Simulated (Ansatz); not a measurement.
The molecule TcH, multiplicity 7 (an upper state: multiplicity 5 came lower at CCSD(T)/def2-TZVPP on PBE0 minima). No spin–orbit coupling.

The constants come from a fifth-degree fit in 1/R (seven points, main isotopes). In def2 and cc sets the state is the lowest found near the PBE0 minimum, followed along R.

Correlated levels freeze the inner cores; with def2 sets outer-core shells near the valence are correlated too.

The values were computed with Ansatz (Gaussian orbitals). Values without a source in brackets are computed. In def2 rows elements past Kr take small-core potentials, without spin–orbit coupling.

| level | r_e (Å) | ω_e (cm⁻¹) | ω_e x_e (cm⁻¹) | dipole (D) |
|---|---|---|---|---|
| PBE/def2-TZVPP | 1.795 | 1518 | 29 | 0.29 |
| PBE0/def2-TZVPP | 1.792 | 1559 | 25 | 0.43 |
| wB97X-V/def2-TZVPP | 1.794 | … | 24 | 0.45 |
| CCSD/def2-TZVPP | 1.800 | 1577 | 26 | - |
| CCSD(T)/def2-TZVPP | … | … | 27 | - |

Some entries are withheld; supply them.


- CCSD(T)/def2-TZVPP, r_e (Å): 1.797
- CCSD(T)/def2-TZVPP, ω_e (cm⁻¹): 1576
- wB97X-V/def2-TZVPP, ω_e (cm⁻¹): 1582

Ansatz is an electronic-structure program.
